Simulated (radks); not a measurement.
Isoelectronic series with 45 electrons, all held in the configuration [Kr] 4d9, which need not be the ground one along the series. Method: scalar-relativistic Kohn-Sham, PBE, spin-polarised, spherical densities, finite nucleus; open shells are filled with parallel spins first (spin-orbit coupling, left out, can overturn this in heavy ions); Fermi nuclear charge, rms radius of each element as measured or else 0.836 A^(1/3) + 0.57 fm; computed with a radial shooting solver on a logarithmic mesh with Libxc functionals. Total energies (hartree) and orbital eigenvalues (eV) (* marks an orbital that is empty in some or all of the ions):

| ion | E (hartree) | 5p up* | 5s down* | 5s up* | 4d down | 4d up |
|---|---|---|---|---|---|---|
| Sb6+ | -6472.15564 | -62.9270 | -75.3961 | -75.8285 | -109.6474 | -110.6209 |
| Te7+ | -6781.57119 | -78.5243 | -92.6033 | -93.0578 | -135.1835 | -136.2116 |
| I8+ | -7099.09510 | -95.4172 | -111.1343 | -111.6103 | -162.6733 | -163.7548 |
| Xe9+ | -7424.76135 | -113.5798 | -130.9685 | -131.4658 | -192.0777 | -193.2118 |
| Cs10+ | -7758.6177 | -132.9925 | -152.0913 | -152.6097 | -223.3671 | -224.5529 |
| Ba11+ | -8100.7065 | -153.6404 | -174.4923 | -175.0315 | -256.5182 | -257.7552 |
| Ce13+ | -8809.7868 | -198.5969 | -223.1015 | -223.6820 | -328.3362 | -329.6740 |
| Pr14+ | -9176.8811 | -222.8892 | -249.3018 | -249.9030 | -366.9763 | -368.3639 |
| Nd15+ | -9552.4162 | -248.3828 | -276.7636 | -277.3852 | -407.4233 | -408.8605 |
| Pm16+ | -9936.4443 | -275.0735 | -305.4865 | -306.1287 | -449.6693 | -451.1557 |
| Sm17+ | -10329.0132 | -302.9578 | -335.4715 | -336.1342 | -493.7076 | -495.2429 |
| Eu18+ | -10730.2215 | -332.0336 | -366.7213 | -367.4046 | -539.5326 | -541.1168 |
| Gd19+ | -11140.1092 | -362.2990 | -399.2385 | -399.9423 | -587.1399 | -588.7727 |
| Tb20+ | -11558.7926 | -393.7531 | -433.0281 | -433.7526 | -636.5258 | -638.2070 |
| Dy21+ | -11986.2119 | -426.3956 | -468.0911 | -468.8362 | -687.6875 | -689.4171 |
| Ho22+ | -12422.5843 | -460.2264 | -504.4366 | -505.2025 | -740.6223 | -742.4000 |
| Er23+ | -12867.8954 | -495.2461 | -542.0679 | -542.8546 | -795.3285 | -797.1544 |
| Tm24+ | -13322.2828 | -531.4554 | -580.9932 | -581.8009 | -851.8046 | -853.6785 |
| Yb25+ | -13785.7374 | -568.8557 | -621.2167 | -622.0454 | -910.0498 | -911.9716 |
| Lu26+ | -14258.4042 | -607.4485 | -662.7478 | -663.5976 | -970.0632 | -972.0329 |

Estimate the row of La12+.

Answer. E (hartree) -8451.0802; 5p up* -175.5116; 5s down* -198.1640; 5s up* -198.7239; 4d down -291.5129; 4d up -292.8005.
